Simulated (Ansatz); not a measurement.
Kn (charge +1): gap (eV) at several levels, gas phase, relaxed structures; Ansatz. Clusters are the lowest isomers that short searches found in that spin, judged at the geometry's level. HOMO and LUMO are taken over both spins. Singlets are spin-restricted. The structures are stationary points that may keep the symmetry of their start. Remarks come from the PBE and PBE0 runs and from stability tests at other levels; not every state was tested.

| species | state | geometry | PBE/def2-SVP | PBE/def2-TZVP | revPBE/def2-TZVP | r2SCAN/def2-TZVP | PBE0/def2-SVP | PBE0/def2-TZVP | remarks |
| --- | --- | --- | --- | --- | --- | --- | --- | --- | --- |
| K4⁺ | doublet | B3LYP/def2-TZVP | 0.39 | 0.41 | 0.41 | 0.97 | 1.27 | 1.30 | – |
| K5⁺ | singlet | PBE/def2-SVP | 0.98 | 0.96 | 0.97 | 1.09 | 1.76 | 1.75 | restricted SCF unstable in HF |

(1) Estimate the rows for K3⁺ (singlet, PBE/def2-TZVP geometry).

(1) 
```json
{"species": "K3⁺", "state": "singlet", "geometry": "PBE/def2-TZVP", "PBE/def2-SVP": "1.32", "PBE/def2-TZVP": "1.30", "revPBE/def2-TZVP": "1.30", "r2SCAN/def2-TZVP": "1.48", "PBE0/def2-SVP": "2.18", "PBE0/def2-TZVP": "2.17"}
```

Over the 3 species that have every level, the mean is 0.90 at PBE/def2-SVP, 0.89 at PBE/def2-TZVP, 0.89 at revPBE/def2-TZVP, 1.18 at r2SCAN/def2-TZVP, 1.74 at PBE0/def2-SVP, 1.74 at PBE0/def2-TZVP. Orbital gaps grow with the share of exact exchange and aren't one observable across functionals.
